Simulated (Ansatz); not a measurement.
Born–Oppenheimer molecular dynamics of AlBGaH7Si (11 atoms, charge 0, multiplicity 1). It starts at the highest image of a converged band. Of that band: The profile has 2 maxima (images 1, 4) with wells between them (image 2): this band takes more than one step, which may be the mechanism or a detour left from its start path. A vibrational analysis at the climbing image gives one clearly imaginary mode, 586i cm⁻¹: a first-order saddle point.

These are results of RKS PBE-D4/def2-SVP in Ansatz 0.2.0, not measurements.

- ensemble: NVE (velocity Verlet)
- time step: 0.5 fs
- steps asked: 200
- starting velocities drawn for: 300 K
- seed: 7332

Frames 1 fs apart, positions in Å, forces in eV/Å.

Velocities at 70.0 fs (Å/ps):

```
B -2.32 5.93 -3.92
Si 3.55 3.43 6.96
Ga 1.12 -0.69 -3.90
Al -4.09 0.56 0.80
H -12.77 -47.18 38.93
H -52.70 -9.64 -0.21
H 18.06 -3.90 -6.19
H 19.83 -35.19 26.17
H 9.14 -8.03 37.32
H -19.74 -11.35 0.65
H -3.40 -10.73 0.09
```

```xyz
11
Properties=species:S:1:pos:R:3:forces:R:3 time_fs=70.0 energy_less_start_eV=-0.483 T=715
B -1.499 0.276 -0.062 0.40 -0.09 0.00
Si -0.406 -0.393 -1.576 0.62 -0.03 0.38
Ga 1.827 -0.163 -0.556 -0.31 0.38 -0.02
Al 0.559 -0.463 1.839 -0.15 0.45 -1.12
H -2.697 0.242 -0.240 -0.24 0.16 0.10
H -0.968 1.367 0.137 -0.06 0.30 0.15
H -1.281 -0.476 0.937 0.24 -0.17 0.31
H -0.957 -1.264 -2.683 -0.02 -0.20 -0.08
H 3.015 0.788 -1.137 -0.26 -0.35 0.18
H 0.297 -1.899 2.401 -0.08 -0.41 0.15
H 0.826 0.877 2.682 -0.13 -0.04 -0.05
11
Properties=species:S:1:pos:R:3:forces:R:3 time_fs=71.0 energy_less_start_eV=-0.496 T=727
B -1.502 0.282 -0.066 -0.09 -0.71 0.09
Si -0.402 -0.389 -1.569 0.63 -0.07 0.25
Ga 1.828 -0.164 -0.560 -0.40 0.31 0.07
Al 0.555 -0.463 1.840 -0.24 0.11 -1.12
H -2.711 0.196 -0.200 -0.06 0.16 0.04
H -1.021 1.359 0.138 0.18 0.89 0.27
H -1.262 -0.480 0.933 0.25 -0.10 0.24
H -0.937 -1.300 -2.658 0.01 -0.18 -0.02
H 3.023 0.779 -1.099 -0.16 -0.27 0.10
H 0.277 -1.912 2.402 -0.02 -0.21 0.08
H 0.822 0.867 2.682 -0.11 0.07 0.00
11
Properties=species:S:1:pos:R:3:forces:R:3 time_fs=72.0 energy_less_start_eV=-0.492 T=723
B -1.504 0.287 -0.070 -0.54 -1.23 0.22
Si -0.398 -0.386 -1.562 0.63 -0.14 0.10
Ga 1.829 -0.164 -0.564 -0.51 0.21 0.16
Al 0.551 -0.462 1.840 -0.33 -0.24 -1.12
H -2.725 0.151 -0.161 0.19 0.18 -0.02
H -1.072 1.360 0.141 0.34 1.33 0.36
H -1.240 -0.486 0.930 0.24 0.00 0.15
H -0.917 -1.338 -2.632 0.04 -0.12 0.08
H 3.029 0.766 -1.060 -0.03 -0.17 0.02
H 0.257 -1.927 2.404 0.04 0.00 0.00
H 0.817 0.856 2.681 -0.08 0.18 0.04
11
Properties=species:S:1:pos:R:3:forces:R:3 time_fs=73.0 energy_less_start_eV=-0.489 T=721
B -1.507 0.291 -0.074 -0.83 -1.44 0.43
Si -0.394 -0.382 -1.555 0.63 -0.22 -0.06
Ga 1.830 -0.165 -0.568 -0.64 0.11 0.25
Al 0.546 -0.461 1.840 -0.40 -0.54 -1.10
H -2.738 0.108 -0.121 0.43 0.22 -0.09
H -1.120 1.374 0.148 0.36 1.42 0.38
H -1.216 -0.491 0.929 0.21 0.10 0.06
H -0.897 -1.377 -2.605 0.08 -0.04 0.18
H 3.035 0.753 -1.020 0.11 -0.06 -0.06
H 0.237 -1.942 2.406 0.10 0.19 -0.07
H 0.811 0.848 2.682 -0.05 0.27 0.08
11
Properties=species:S:1:pos:R:3:forces:R:3 time_fs=74.0 energy_less_start_eV=-0.496 T=726
B -1.510 0.294 -0.077 -0.92 -1.23 0.71
Si -0.390 -0.379 -1.548 0.63 -0.31 -0.20
Ga 1.831 -0.166 -0.572 -0.76 0.02 0.32
Al 0.542 -0.461 1.839 -0.46 -0.78 -1.07
H -2.746 0.067 -0.082 0.61 0.25 -0.17
H -1.164 1.401 0.158 0.25 1.08 0.30
H -1.190 -0.496 0.929 0.15 0.21 -0.02
H -0.876 -1.416 -2.577 0.12 0.05 0.28
H 3.043 0.738 -0.982 0.26 0.04 -0.13
H 0.218 -1.955 2.408 0.16 0.35 -0.13
H 0.805 0.842 2.683 -0.03 0.32 0.11
11
Properties=species:S:1:pos:R:3:forces:R:3 time_fs=75.0 energy_less_start_eV=-0.502 T=731
B -1.514 0.296 -0.079 -0.88 -0.74 1.03
Si -0.385 -0.376 -1.541 0.63 -0.39 -0.31
Ga 1.832 -0.166 -0.576 -0.85 -0.04 0.37
Al 0.537 -0.461 1.839 -0.49 -0.92 -1.03
H -2.749 0.028 -0.045 0.71 0.28 -0.25
H -1.206 1.438 0.171 0.09 0.45 0.16
H -1.163 -0.499 0.928 0.08 0.30 -0.09
H -0.854 -1.455 -2.546 0.14 0.14 0.36
H 3.053 0.724 -0.944 0.37 0.12 -0.18
H 0.201 -1.965 2.408 0.20 0.46 -0.17
H 0.798 0.839 2.685 -0.01 0.34 0.11
11
Properties=species:S:1:pos:R:3:forces:R:3 time_fs=76.0 energy_less_start_eV=-0.494 T=725
B -1.519 0.297 -0.081 -0.75 -0.15 1.34
Si -0.381 -0.373 -1.534 0.63 -0.45 -0.39
Ga 1.833 -0.167 -0.579 -0.88 -0.06 0.41
Al 0.532 -0.461 1.837 -0.49 -0.96 -0.97
H -2.745 -0.008 -0.010 0.72 0.29 -0.32
H -1.247 1.479 0.185 -0.03 -0.24 -0.01
H -1.135 -0.498 0.927 -0.01 0.38 -0.15
H -0.831 -1.492 -2.512 0.15 0.21 0.41
H 3.066 0.711 -0.909 0.43 0.15 -0.20
H 0.185 -1.971 2.406 0.24 0.52 -0.19
H 0.791 0.840 2.688 0.00 0.31 0.08
11
Properties=species:S:1:pos:R:3:forces:R:3 time_fs=77.0 energy_less_start_eV=-0.474 T=708
B -1.525 0.298 -0.082 -0.58 0.37 1.58
Si -0.376 -0.370 -1.527 0.62 -0.48 -0.42
Ga 1.833 -0.167 -0.583 -0.84 -0.03 0.42
Al 0.528 -0.462 1.835 -0.47 -0.91 -0.90
H -2.734 -0.041 0.021 0.62 0.28 -0.38
H -1.289 1.518 0.200 -0.08 -0.83 -0.17
H -1.107 -0.495 0.924 -0.10 0.43 -0.18
H -0.806 -1.528 -2.474 0.15 0.27 0.43
H 3.083 0.700 -0.875 0.43 0.14 -0.21
H 0.172 -1.972 2.403 0.25 0.52 -0.20
H 0.784 0.843 2.692 0.00 0.24 0.03
11
Properties=species:S:1:pos:R:3:forces:R:3 time_fs=78.0 energy_less_start_eV=-0.455 T=691
B -1.531 0.299 -0.081 -0.37 0.77 1.71
Si -0.370 -0.367 -1.520 0.61 -0.49 -0.41
Ga 1.834 -0.168 -0.587 -0.73 0.04 0.42
Al 0.522 -0.463 1.833 -0.42 -0.78 -0.82
H -2.717 -0.072 0.049 0.42 0.23 -0.42
H -1.331 1.549 0.213 -0.08 -1.23 -0.28
H -1.080 -0.487 0.919 -0.19 0.45 -0.19
H -0.779 -1.561 -2.431 0.14 0.29 0.42
H 3.104 0.690 -0.843 0.36 0.09 -0.20
H 0.162 -1.967 2.398 0.26 0.47 -0.18
H 0.778 0.848 2.696 0.01 0.15 -0.04
11
Properties=species:S:1:pos:R:3:forces:R:3 time_fs=79.0 energy_less_start_eV=-0.447 T=685
B -1.538 0.301 -0.078 -0.13 1.04 1.73
Si -0.365 -0.365 -1.514 0.59 -0.46 -0.37
Ga 1.834 -0.169 -0.590 -0.55 0.14 0.41
Al 0.517 -0.464 1.831 -0.35 -0.58 -0.75
H -2.696 -0.100 0.073 0.15 0.14 -0.44
H -1.374 1.569 0.223 -0.04 -1.44 -0.36
H -1.054 -0.474 0.913 -0.27 0.45 -0.16
H -0.752 -1.591 -2.385 0.12 0.28 0.39
H 3.129 0.680 -0.813 0.23 0.00 -0.18
H 0.153 -1.958 2.391 0.25 0.38 -0.14
H 0.771 0.855 2.699 0.00 0.05 -0.12
11
Properties=species:S:1:pos:R:3:forces:R:3 time_fs=80.0 energy_less_start_eV=-0.456 T=693
B -1.545 0.304 -0.074 0.12 1.18 1.64
Si -0.360 -0.362 -1.508 0.55 -0.40 -0.29
Ga 1.834 -0.169 -0.594 -0.34 0.25 0.39
Al 0.512 -0.465 1.829 -0.26 -0.35 -0.70
H -2.674 -0.127 0.093 -0.15 0.03 -0.44
H -1.417 1.575 0.230 0.02 -1.45 -0.38
H -1.032 -0.458 0.905 -0.33 0.41 -0.11
H -0.723 -1.619 -2.335 0.09 0.24 0.33
H 3.156 0.671 -0.785 0.07 -0.10 -0.17
H 0.147 -1.946 2.382 0.22 0.23 -0.09
H 0.764 0.863 2.702 0.00 -0.04 -0.19
11
Properties=species:S:1:pos:R:3:forces:R:3 time_fs=81.0 energy_less_start_eV=-0.479 T=712
B -1.551 0.308 -0.069 0.31 1.15 1.46
Si -0.354 -0.360 -1.501 0.51 -0.31 -0.19
Ga 1.834 -0.170 -0.597 -0.11 0.36 0.38
Al 0.506 -0.467 1.826 -0.17 -0.09 -0.67
H -2.653 -0.154 0.109 -0.42 -0.10 -0.43
H -1.460 1.567 0.233 0.09 -1.26 -0.36
H -1.012 -0.437 0.896 -0.36 0.35 -0.02
H -0.693 -1.644 -2.281 0.06 0.17 0.27
H 3.184 0.661 -0.758 -0.09 -0.19 -0.16
H 0.143 -1.931 2.373 0.18 0.05 -0.02
H 0.758 0.870 2.703 0.00 -0.13 -0.26
```

Of the whole run (100 fs, mean temperature of the second half 716 K): The conserved energy stayed within 0.09 meV per atom of its start (net change 0.041 meV per atom), so the integration is sound. The system heated up, since it started high on the potential surface and ran downhill. A run of 0.1 ps of so small a system gives no equilibrium averages. The orbitals stay closed-shell, which can raise the energy where a bond breaks towards radicals; this wasn't checked here.

Run time: 4.6 min on 2 threads of Intel(R) Xeon(R) 6975P-C (Granite Rapids) (shared host), peak memory 0.31 GiB.
